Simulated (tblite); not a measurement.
Compound: C5H8ClNSi.
Bonds: C1–C2 (double), C2–C3, C3–N4 (triple), C2–Si5, Si5–C6, Si5–C7, Si5–Cl8. Hydrogens: H9, H10 on C1; H11, H12, H13 on C6; H14, H15, H16 on C7.

Computed geometry: GFN2-xTB, gas phase.

Task: Give the optimised bond lengths and angles.

Result: 
```
                   bond  length (Å)   order
                  C1=C2       1.334  double
                  C2–C3       1.409  single
                  C3≡N4       1.148  triple
                 C2–Si5       1.911  single
         Si5–C6, Si5–C7       1.901  single
                Si5–Cl8       2.037  single
                  C1–H9       1.077  single
                 C1–H10       1.079  single
C6–H11 and 5 like bonds       1.086  single
```

Bonds in one row agree within 0.01 Å and their mean is given. Orders are formal, as drawn. A selection of angles:
```
     angle  degrees
  C1–C2–C3    120.0
 C1–C2–Si5    125.0
 C3–C2–Si5    114.9
  C2–C3–N4    177.4
 C2–Si5–C6    108.8
C2–Si5–Cl8    107.1
 C6–Si5–C7    112.3
C6–Si5–Cl8    109.8
```

Dihedral angles: C1–C2–Si5–C6 117° (anticlinal). The mirror-image conformer, all signs reversed, is as good.

Of the pairs four or more bonds apart, Cl8···H9 is among the closest relative to their van der Waals radii: 2.84 Å, 96 % of the sum of Bondi's values. The 2 C–C bonds span 1.334 Å (C1=C2, drawn double) to 1.409 Å (C2–C3, drawn single), a spread of 0.075 Å. Si5 (chlorine-bound silicon) is tetrahedral (angles from 107.1° to 112.3°).

Point group: near Cs, missed by 0.10 Å at most; the miss may be what the optimiser left on a soft mode. Its GFN2-xTB frequencies are all real (lowest 25 cm⁻¹). One conformer, not necessarily the lowest. 3 starts were optimised and ended at 0.00, 0.82 and 0.88 kcal/mol (GFN2-xTB); the lowest of these is shown.
